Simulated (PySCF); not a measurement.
CBr₃, doublet: structure and spectrum

Level of theory: PySCF, UPBE0, basis C def2-SVP, Br def2-SVP (no relativity, density fitting).

The structure is a minimum.

Z-matrix (Å, degrees; charge 0 multiplicity 2):
```
C
Br 1 1.8617
Br 1 1.8617 2 118.20
Br 1 1.8617 2 118.20 3 -153.62
```

```
Point group                                                                   : C3v
Bond lengths                                                                  : C–Br 1.862 Å (×3)
Bond angles                                                                   : Br–C–Br 118.2° (×3)
Spin squared ⟨S²⟩                                                             : 0.756
Rotational symmetry number                                                    : 3
Lowest empty level (β)                                                        : -2.46 eV
Enthalpy at 298.15 K above 0 K                                                : 16.05 kJ/mol
Atomisation energy without zero-point energy                                  : 906 kJ/mol
Principal quadrupole moments (Buckingham, traceless) about the centre of mass : -3.53, 1.76, 1.76 D Å
Dipole moment                                                                 : 0.28 D
Heat capacity Cp at 298.15 K                                                  : 68.8 J/(mol K)
Highest occupied level (α)                                                    : -6.23 eV
Rotational constants                                                          : 0.04178, 0.04178, 0.02093 cm⁻¹
Zero-point energy                                                             : 14.8 kJ/mol
Entropy at 298.15 K and 1 bar (electronic part: spin only)                    : 337.3 J/(mol K)
Principal polarisabilities                                                    : 33.2, 69.3, 69.3 bohr³
```

Harmonic modes (masses in u: C 12.000, Br 78.918):
```json
{"symmetry": "e", "ω (cm⁻¹)": "164", "IR (km/mol, summed over degenerate members)": "0.0"}
{"symmetry": "a1", "ω (cm⁻¹)": "212", "IR (km/mol, summed over degenerate members)": "2.5"}
{"symmetry": "a1", "ω (cm⁻¹)": "311", "IR (km/mol, summed over degenerate members)": "0.7"}
{"symmetry": "e", "ω (cm⁻¹)": "815", "IR (km/mol, summed over degenerate members)": "258"}
```

In C3v the vibrations span 2e + 2a1.

Charges (e):
```csv
atom,Mulliken,Löwdin,polar tensor,spin (Mulliken),Mayer order to C1
C1,-0.19,-0.44,0.74,0.81,–
"Br2,3,4",0.06,0.15,-0.25,0.06,1.10
```

Mulliken populations on C1: s 3.26, p 2.88, d 0.05.

This need not be the most stable arrangement of these atoms.

The final relaxation and frequency run took about 2 core-minutes on a shared host.
